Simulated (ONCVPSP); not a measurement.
**Before and after: ONCV potential for In (Z = 49)**

```json
{
  "Element": "indium",
  "Generator": "ONCVPSP 4.0.1",
  "Type": "optimised norm-conserving Vanderbilt (ONCV)",
  "Functional": "PBEsol",
  "Relativity": "fully relativistic",
  "Frozen core": "[Kr]",
  "Valence charge": "13",
  "Reference configuration": "4d10 5s2 5p1",
  "Partial waves": "5s: rc 2.15 bohr, ncon 4, nbas 8, qcut 3.1 1/bohr, 3 projectors, debl 1.2 Ha; 5p: rc 2.15 bohr, ncon 4, nbas 7, qcut 3.1 1/bohr, 2 projectors, debl 2.1 Ha; 4d: rc 1.40 bohr, ncon 3, nbas 8, qcut 13.1 1/bohr, 2 projectors, debl 1.2 Ha",
  "Local potential": "polynomial inside 1.20 bohr (lpopt 3, dvloc0 1 Ha)",
  "Core correction": "polynomial model core, fcfact 0.6"
}
```

Open shells are filled in proportion to 2j + 1.

All-electron outer shells of the reference configuration (PBEsol, scalar-relativistic, ld1.x):

| shell | level (eV) | outermost node (bohr) | outermost maximum (bohr) |
| --- | --- | --- | --- |
| 4s | -119.51 | 0.41 | 0.77 |
| 4p | -78.02 | 0.42 | 0.82 |
| 4d | -18.59 | 0.40 | 0.94 |
| 5s | -8.25 | 1.02 | 2.16 |
| 5p | -2.52 | 1.14 | 2.85 |

Change: s: rc 3.12.

Cutoffs: the cutoffs (Ha) at which the residual kinetic energy of the hardest occupied pseudo-wave falls to 1 and 0.1 mHa per electron; they do not see the model core or the augmentation charge, which bear on the density cutoff. Errors are all-electron minus pseudo energies relative to the spin-unpolarised reference configuration.

Task: How do hardness, ghosts and transferability respond?

Result: The potential gets neither clearly harder nor softer (42 Ha and 51 Ha → 42 Ha and 51 Ha); the d channel sets the loose cutoff, while the largest relative change is in s, which becomes softer; the lowest positive-energy flag moves from s at 27.0 eV to s at 9.3 eV; of the 3 tests that both files solve, the error grows in 1 and shrinks in 0 by more than 15 % and 0.3 meV (median size 1.4 → 1.5 meV); neither file shows a bound ghost.

| quantity | base | changed |
| --- | --- | --- |
| cutoff, loose | 42 Ha | 42 Ha |
| cutoff, tight | 51 Ha | 51 Ha |
| loose cutoff by channel | s 5.8 Ha, p 4.4 Ha, d 42 Ha | s 3.4 Ha, p 4.4 Ha, d 42 Ha |
| bound ghosts | none | none |
| GHOST(+) flags under 300 eV | s at 27.0 eV, p3/2 at 58.9 eV, p1/2 at 66.7 eV | s at 9.3 eV, p3/2 at 58.9 eV, p1/2 at 66.7 eV |
| tests with a reliable result | 3 of 4 | 3 of 4 |
| error for 4d10 5s2 5p0, meV [ΔE 5.37 eV] | -1.4 | -1.5 |
| error for 4d10 5s1 5p0, meV [ΔE 24.65 eV] | -15 | -36 |
| error for 4d10 5s2 5p0.5, meV [ΔE 1.95 eV] | -0.2 | -0.3 |
| p3/2: phases at 2.19 bohr within 0.05 rad from the reference energy up to (Ha; the scan ends near 5) | 2.2 | 2.2 |
| p1/2: phases at 2.19 bohr within 0.05 rad from the reference energy up to (Ha; the scan ends near 5) | 2.4 | 2.4 |
| d5/2: phases at 1.42 bohr within 0.05 rad from the reference energy up to (Ha; the scan ends near 5) | to the end of the scan | to the end of the scan |
| d3/2: phases at 1.42 bohr within 0.05 rad from the reference energy up to (Ha; the scan ends near 5) | to the end of the scan | to the end of the scan |
| rms error of d²Exc/dni dnj with the model core, mHa | 1.67 | 2.17 |
